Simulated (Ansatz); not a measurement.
Program: Ansatz. Geometries: PBE0-D4/def2-TZVP. ΔE: electronic, gas phase. CCSD(T)/CBS adds triple-zeta CCSD(T) − MP2 to the extrapolated MP2 energy (def2 sets, frozen cores). This one scheme is used for every species. DFT in def2-TZVPP. B3LYP here is the variant with VWN-RPA as its local correlation; programs differ in this.

Consider the hydrogenolysis of the Si–C bond: `C[SiH]1C=CO1` + H₂ → `C1=C[SiH2]O1` + CH₄.

CCSD(T)/CBS gives -3.4 kcal/mol.

Another level gave -6.0 kcal/mol. Which?
A. ωB97M-V/def2-TZVPP
B. B3LYP/def2-TZVPP
C. SCS-MP2/def2-TZVPP
D. HF/def2-TZVPP

B. B3LYP -6.0, SCS-MP2/def2-TZVPP -4.3, ωB97M-V -3.2, HF/def2-TZVPP -9.0 kcal/mol.

Largest T1 diagnostic among the species: 0.014.

The D4 term adds +2.0 kcal/mol with B3LYP and +1.1 kcal/mol with PBE0; it sums over pairs of atoms, weighted by their polarisabilities, and B3LYP, whose exchange is more repulsive, gets the larger term. In def2-TZVPP, CCSD(T) changes the Hartree–Fock value by +5.1 kcal/mol (the triples alone add +0.9 kcal/mol) and MP2 by +6.3 kcal/mol.
